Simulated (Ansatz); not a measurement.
Li2Al5⁺. Charge 1, multiplicity 3. Geometry PBE-D4/def2-SVP, that of the neutral doublet; atoms count from 1.

```xyz
7

Li   -2.2879    1.8750   -0.0503
Li    2.4906   -0.2108   -1.5821
Al    1.7040   -0.5123    0.9817
Al   -0.7766    0.5877    1.7861
Al   -1.8671   -0.9644    0.0821
Al    0.3977   -1.9455   -0.6779
Al    0.3393    1.1703   -0.5396
```

At PBE0-D4/def2-TZVP a singlet of charge 1 lies 0.08 eV below the triplet at the same geometry. The structure comes from a short search, and lower isomers may exist.

Q: Estimate the Mulliken populations from the PBE0/def2-TZVP orbitals of Ansatz.

A: 
```
atom  charge (e)  spin (α − β)
 Li1        0.72          0.03
 Li2        0.72          0.03
 Al3       -0.05          0.38
 Al4       -0.05          0.38
 Al5       -0.03          0.17
 Al6       -0.03          0.17
 Al7       -0.29          0.83
```
Mulliken values and Mayer orders depend strongly on the basis.

Q: Where does the spin sit?

A: Summed by element: Li 0.07, Al 1.93, of 2 unpaired in all. Largest on single atoms: Al7 0.83, Al3 0.38, Al4 0.38.

Q: And the Mayer bond orders between bonded heavy atoms (over 0.3)?

A: Al3–Al4 0.45 (2.83 Å); Al3–Al6 0.74 (2.55 Å); Al3–Al7 0.68 (2.65 Å); Al4–Al5 0.74 (2.55 Å); Al4–Al7 0.68 (2.64 Å); Al5–Al6 0.67 (2.58 Å). Values over 0.3 also appear between atoms too far apart for a bond (Al3–Al5 0.41 at 3.71 Å; Al4–Al6 0.41 at 3.72 Å; Al5–Al7 0.33 at 3.13 Å; Al6–Al7 0.33 at 3.12 Å); they arise where an orbital or an unpaired electron spreads over both atoms.
